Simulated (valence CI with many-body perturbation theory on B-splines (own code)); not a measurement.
# Questions on Ir⁵⁺

Computed by valence CI with perturbative core correlation (CI+MBPT): four valence electrons over a frozen Dirac-Fock core [Xe] 4f14, a basis of 9 s, 9 p, 10 d, 8 f, 5 g, 3 h, 1 i functions for each j, with the one-electron correlation potential Σ1 (screened to all orders), the two-electron term Σ2, the three-electron term Σ3, Breit, model QED; selected single and double excitations, second order for the rest, scaled by the run's own slope (own B-spline code, finite nucleus).

No measured levels were compared; by estimate terms of the open shell hold to 2 to 4 % of their energy, and close levels can change places; different configurations can be misplaced against each other by 1,000 to 8,000 cm⁻¹. Core correlation moves these levels by up to 15000 cm⁻¹, and in measured spectra 5 to 20 % of such shifts remained as error; rates that hang on mixing are uncertain with them. Only levels of the ground parity were solved; by the run's estimate the other parity begins above the list, which can be wrong where configurations are misplaced.

Names give the largest LS component (configuration and term), which can be under half, so a name can repeat, a term be missing and a line seem to break the LS rules; names also repeat where a configuration has a term twice.

Rates and lifetimes use the calculated energies. Strong lines usually hold to 10 to 20 %, long lifetimes can be off by a factor of two.

Q: What is the ground level?

A: 5d4 5D_0, composition 61 % 5d4 5D + 35 % 5d4 3P + 3 % 5d4 1S.

Q: What is the ionisation energy?

A: 73.57 eV; NIST lists 72 ± 2 eV (theoretical).

Q: Name the longest-lived excited levels whose lifetime is computed, and their main decay.

A: 5d4 5D_4 at 15902 cm⁻¹ lives 6.00 s, mostly by M1 to 5d4 5D_3; 5d4 3H_6 at 32374 cm⁻¹ lives 4.69 s, mostly by M1 to 5d4 3H_5.

Q: How well does LS coupling describe the low levels?

A: Among the lowest 20 levels the leading LS term, summed over configurations, holds 63 % on average. For single configurations the figures are 62 % in LS and 68 % in jj coupling. Terms mix most in the J = 3 level at 41649 cm⁻¹, where the leading one holds 33 %.
